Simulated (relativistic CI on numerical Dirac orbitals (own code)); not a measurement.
## Eu³⁰⁺: computed level list

Computed by Dirac-Coulomb-Breit CI, KLI orbitals optimised for each configuration, model QED, unscaled Slater integrals (own radial code, finite nucleus).

Configuration list (outside the closed core [Ar] 3d10): 4s2.4p3, 4s.4p4, 4s2.4p2.4d, 4p5, 4s.4p3.4d, 4s2.4p2.4f, 4s.4p3.4f, 4p4.4d, 4s.4p2.4d2, 4s2.4p.4d.4f, 4p4.4f, 4s2.4p2.5s, 4p3.4d.4f, 4s.4p2.4f2, 4p4.5s, 4s2.4p2.5p, 4s.4p2.4d.5s, 4s2.4p.4f.5s, 4s.4p3.5s, 4s2.4p2.5d, 4s.4p3.5p, 4s2.4p2.5f, 4s2.4p2.5g, 4s.4p3.5d, 4p3.4f.5s, 4s2.4p2.6s, 4s.4p3.5f, 4s2.4p.4d2, 4s2.4d3, 4s.4p.4d3, 4s2.4d2.4f, 4s.4p.4d2.4f, 4s2.4d2.5s, 4p3.4d2, 4p2.4d3, 4p2.4d2.4f, 4p2.4d2.5s, 4s2.4p.4f2, 4s2.4d.4f2, 4s.4p.4d.4f2, 4s2.4f3, 4s.4p.4f3, 4s2.4f2.5s, 4p3.4f2, 4p2.4d.4f2, 4p2.4f3, 4p2.4f2.5s, 4s.4p2.4d.4f, 4s.4p.4d.4f.5s, 4s2.4p.4d.5s, 4s.4p.4d2.5s, 4s2.4d.4f.5s, 4s2.4d.5s2, 4p3.4d.5s, 4p2.4d.4f.5s, 4p2.4d.5s2, 4s.4p2.4f.5s, 4s.4p.4f2.5s, 4s.4p.4f.5s2, 4s2.4p.5s2, 4s.4p.4d.5s2, 4s2.4f.5s2. Double excitations out of closed p, d and f shells are left out; levels of such configurations are missing from the list, as are those of other unlisted configurations, and high levels can miss mixing partners. These lack a partner that the ground configuration has and come out too high: 4s2.4p2.5p, 4s2.4p2.5d, 4s.4p3.5p, 4s2.4p2.5f, 4s2.4p2.5g.

The lowest level is 4s2.4p3 2P°_3/2, with 43 % of that term; Hund's rules for 4s2.4p3 give 4S° with J = 3/2, of which the calculation keeps J, while another term leads.

| No. | Configuration | Term | J | E (cm⁻¹) | % | Next component (%) | jj configuration (%) |
| --- | --- | --- | --- | --- | --- | --- | --- |
| 1 | 4s2.4p3 | 2P° | 3/2 | 0 | 43 | 31 4S° | 4p3/2 (98) |
| 2 | 4s2.4p3 | 4S° | 3/2 | 280110 | 52 | 46 2D° | 4p1/2 4p3/2^2 (97) |
| 3 | 4s2.4p3 | 2D° | 5/2 | 315422 | 98 | 1 4s.4p3.4d 2D° | 4p1/2 4p3/2^2 (98) |
| 4 | 4s2.4p3 | 2P° | 1/2 | 359686 | 98 | 1 4s2.4p.4d2 2P° | 4p1/2 4p3/2^2 (98) |
| 5 | 4s2.4p3 | 2P° | 3/2 | 645099 | 54 | 28 2D° | 4p3/2^3 (97) |
| 6 | 4s.4p4(3P) | 4P | 5/2 | 839887 | 72 | 19 2D | 4s 4p3/2^2 (89) |
| 7 | 4p2(1S).4d | 2D | 3/2 | 902167 | 21 | 19 4F | 4p1/2^2 4d3/2 (57) |
| 8 | 4s.4p4(1S) | 2S | 1/2 | 945184 | 48 | 40 4P | 4s 4p3/2^2 (87) |
| 9 | 4p2(3P).4d | 4F | 3/2 | 986914 | 25 | 20 4s.4p4 4P | 4s 4p3/2^2 (45) |
| 10 | 4p2(3P).4d | 4F | 5/2 | 1045696 | 27 | 26 4D | 4p1/2^2 4d5/2 (85) |
| 11 | 4s.4p4(3P) | 4P | 3/2 | 1143860 | 53 | 22 2D | 4s 4p1/2 4p3/2^3 (77) |
| 12 | 4s.4p4(1D) | 2D | 5/2 | 1183420 | 47 | 16 4s2.4p2.4d 2D | 4s 4p1/2 4p3/2^3 (61) |
| 13 | 4p2(3P).4d | 2P | 3/2 | 1197185 | 33 | 27 4F | 4p1/2 4p3/2 4d3/2 (74) |
| 14 | 4p2(3P).4d | 4D | 1/2 | 1198867 | 55 | 18 2P | 4p1/2 4p3/2 4d3/2 (78) |
| 15 | 4p2(1D).4d | 2F | 5/2 | 1218401 | 51 | 31 4F | 4p1/2 4p3/2 4d3/2 (69) |
| 16 | 4p2(1D).4d | 2G | 7/2 | 1241896 | 37 | 32 4F | 4p1/2 4p3/2 4d3/2 (89) |
| 17 | 4p2(3P).4d | 4D | 7/2 | 1275463 | 48 | 34 4F | 4p1/2 4p3/2 4d5/2 (98) |
| 18 | 4p2(3P).4d | 4D | 1/2 | 1275709 | 30 | 29 4s.4p4 2P | 4s 4p1/2 4p3/2^3 (48) |
| 19 | 4s.4p4(3P) | 2P | 3/2 | 1302586 | 29 | 25 4s2.4p2.4d 4D | 4s 4p1/2 4p3/2^3 (47) |
| 20 | 4p2(1D).4d | 2G | 9/2 | 1312886 | 53 | 46 4F | 4p1/2 4p3/2 4d5/2 (97) |
| 21 | 4p2(3P).4d | 4P | 5/2 | 1328074 | 35 | 23 2F | 4p1/2 4p3/2 4d5/2 (52) |
| 22 | 4p2(3P).4d | 2P | 3/2 | 1338501 | 28 | 27 2D | 4p1/2 4p3/2 4d3/2 (49) |
| 23 | 4p2(3P).4d | 4P | 1/2 | 1369533 | 36 | 33 2S | 4p1/2 4p3/2 4d3/2 (78) |
| 24 | 4p2(3P).4d | 4D | 5/2 | 1370961 | 38 | 22 2D | 4p1/2 4p3/2 4d5/2 (39) |
| 25 | 4p2(1D).4d | 2P | 3/2 | 1387556 | 44 | 29 4P | 4p1/2 4p3/2 4d5/2 (46) |
| 26 | 4p2(1D).4d | 2G | 7/2 | 1391901 | 40 | 33 2F | 4p1/2 4p3/2 4d5/2 (77) |
| 27 | 4p2(3P).4d | 2D | 5/2 | 1428247 | 52 | 27 2F | 4p1/2 4p3/2 4d5/2 (73) |
| 28 | 4p2(3P).4d | 2D | 3/2 | 1428960 | 69 | 9 4F | 4p1/2 4p3/2 4d5/2 (72) |
| 29 | 4p2(3P).4d | 2P | 1/2 | 1460547 | 70 | 11 2S | 4p1/2 4p3/2 4d5/2 (71) |
| 30 | 4s.4p4(3P) | 2P | 1/2 | 1545672 | 29 | 23 4s2.4p2.4d 2S | 4s 4p3/2^4 (51) |
| 31 | 4p2(1D).4d | 2F | 7/2 | 1601636 | 47 | 41 4D | 4p3/2^2 4d5/2 (96) |
| 32 | 4p2(3P).4d | 4F | 9/2 | 1614228 | 53 | 46 2G | 4p3/2^2 4d5/2 (96) |
| 33 | 4p2(1D).4d | 2P | 1/2 | 1614905 | 54 | 27 4P | 4p3/2^2 4d3/2 (71) |
| 34 | 4p2(1D).4d | 2D | 3/2 | 1623089 | 38 | 26 4P | 4p3/2^2 4d3/2 (86) |
| 35 | 4p2(1D).4d | 2D | 5/2 | 1628411 | 32 | 22 2F | 4p3/2^2 4d3/2 (76) |
| 36 | 4p2(3P).4d | 2F | 7/2 | 1658091 | 71 | 19 2G | 4p3/2^2 4d3/2 (83) |
| 37 | 4p2(1S).4d | 2D | 3/2 | 1695443 | 56 | 27 2P | 4p3/2^2 4d3/2 (74) |
| 38 | 4p2(1S).4d | 2D | 5/2 | 1701510 | 80 | 12 4D | 4p3/2^2 4d5/2 (96) |
| 39 | 4p2(1D).4d | 2S | 1/2 | 1755811 | 27 | 17 4P | 4p3/2^2 4d5/2 (42) |
| 40 | 4s.4p3(4S°)<5S°>.4d | 6D° | 5/2 | 1758872 | 36 | 25 4D° | 4s 4p3/2 4d3/2 (85) |
| 41 | 4s.4p3(4S°)<5S°>.4d | 6D° | 3/2 | 1761054 | 42 | 18 4D° | 4s 4p3/2 4d3/2 (84) |
| 42 | 4s.4p3(4S°)<5S°>.4d | 6D° | 1/2 | 1761209 | 51 | 34 4P° | 4s 4p3/2 4d3/2 (86) |
| 43 | 4p2(3P).4d | 2D | 3/2 | 1769305 | 53 | 32 2P | 4p3/2^2 4d5/2 (80) |
| 44 | 4s.4p3(4S°)<5S°>.4d | 6D° | 7/2 | 1772313 | 38 | 23 4F° | 4s 4p3/2 4d3/2 (67) |
| 45 | 4p2(3P).4d | 2D | 5/2 | 1796133 | 53 | 33 2F | 4p3/2^2 4d5/2 (84) |
| 46 | 4p5 | 2P° | 3/2 | 1812369 | 47 | 23 4s.4p3.4d 2P° | 4p3/2^3 (47) |
| 47 | 4s.4p3(4S°)<5S°>.4d | 6D° | 9/2 | 1819500 | 50 | 37 4F° | 4s 4p3/2 4d5/2 (88) |
| 48 | 4s.4p3(2D°)<3D°>.4d | 4F° | 3/2 | 1835867 | 25 | 18 4D° | 4s 4p3/2 4d5/2 (49) |
| 49 | 4s.4p3(2D°)<3D°>.4d | 4D° | 5/2 | 1871218 | 31 | 18 6D° | 4s 4p3/2 4d5/2 (67) |
| 50 | 4s.4p3(2D°)<3D°>.4d | 4G° | 5/2 | 1878467 | 27 | 22 2F° | 4s 4p3/2 4d3/2 (67) |
| 51 | 4s.4p3(2P°)<3P°>.4d | 4D° | 1/2 | 1903985 | 55 | 24 2P° | 4s 4p3/2 4d3/2 (83) |
| 52 | 4s.4p3(4S°)<5S°>.4d | 4D° | 7/2 | 1919145 | 23 | 23 2F° | 4s 4p3/2 4d5/2 (55) |
| 53 | 4s.4p3(2P°)<1P°>.4d | 2F° | 7/2 | 1953318 | 27 | 21 4D° | 4s 4p3/2 4d5/2 (82) |
| 54 | 4s.4p3(4S°)<5S°>.4d | 4D° | 1/2 | 1980096 | 59 | 30 2P° | 4s 4p3/2 4d5/2 (70) |
| 55 | 4s.4p3(4S°)<5S°>.4d | 4D° | 3/2 | 1995489 | 44 | 17 4F° | 4s 4p1/2 4p3/2^2 4d3/2 (48) |
| 56 | 4s.4p3(2D°)<3D°>.4d | 4F° | 5/2 | 1998085 | 32 | 19 2F° | 4s 4p3/2 4d5/2 (60) |
| 57 | 4s.4p3(2P°)<3P°>.4d | 4D° | 3/2 | 2004053 | 37 | 24 4P° | 4s 4p3/2 4d5/2 (79) |
| 58 | 4s.4p3(4S°)<5S°>.4d | 6D° | 1/2 | 2026683 | 32 | 23 4D° | 4s 4p1/2 4p3/2^2 4d3/2 (77) |
| 59 | 4s.4p3(2D°)<3D°>.4d | 4D° | 5/2 | 2031371 | 25 | 21 6D° | 4s 4p1/2 4p3/2^2 4d3/2 (71) |
| 60 | 4s.4p3(2D°)<3D°>.4d | 4D° | 3/2 | 2043135 | 23 | 22 6D° | 4s 4p1/2 4p3/2^2 4d3/2 (44) |
| 61 | 4s.4p3(2D°)<3D°>.4d | 4F° | 7/2 | 2048509 | 49 | 20 6D° | 4s 4p1/2 4p3/2^2 4d3/2 (65) |
| 62 | 4s.4p3(2D°)<3D°>.4d | 4G° | 9/2 | 2084326 | 62 | 20 6D° | 4s 4p1/2 4p3/2^2 4d5/2 (48) |
| 63 | 4s.4p3(2D°)<3D°>.4d | 4D° | 7/2 | 2086105 | 59 | 13 2G° | 4s 4p1/2 4p3/2^2 4d5/2 (69) |
| 64 | 4p.4d2(3F) | 4G° | 5/2 | 2092899 | 19 | 15 4s2.4p2.4f 2F° | 4p1/2^2 4f5/2 (39) |
| 65 | 4p5 | 2P° | 1/2 | 2096281 | 46 | 41 4s.4p3.4d 2P° | 4p1/2 4p3/2^4 (46) |
| 66 | 4s.4p3(2D°)<3D°>.4d | 4F° | 9/2 | 2101845 | 56 | 22 2G° | 4s 4p1/2 4p3/2^2 4d5/2 (59) |
| 67 | 4p2(1S).4f | 2F° | 7/2 | 2135078 | 22 | 17 2G° | 4p1/2^2 4f7/2 (69) |
| 68 | 4s.4p3(4S°)<3S°>.4d | 4D° | 1/2 | 2135440 | 55 | 13 2P° | 4s 4p1/2 4p3/2^2 4d3/2 (46) |
| 69 | 4s.4p3(2P°)<3P°>.4d | 4F° | 3/2 | 2145776 | 48 | 25 2D° | 4s 4p1/2 4p3/2^2 4d3/2 (77) |
| 70 | 4s.4p3(2D°)<3D°>.4d | 2G° | 9/2 | 2149343 | 49 | 34 4F° | 4s 4p1/2 4p3/2^2 4d5/2 (70) |

Energies count from the lowest computed level; ° marks odd parity. Percentages are summed over parent terms; the parents shown are those of the largest component, closed shells are left out there, and <> holds an intermediate term. Filled j subshells are mostly left out of the jj labels.

The mean weight of the leading LS term, summed over parents, in these 70 levels is 45 %, and that of the leading jj configuration (from the same eigenvectors) 71 %, so jj coupling describes them better and the LS labels are nominal.

At this charge energies of transitions that change n are usually good to better than 1 %, and those within a shell (Δn = 0) to a few per cent.

LS names give the leading component of a level, which can be under half, so a name can repeat, a term be missing and a line seem to break the LS rules.
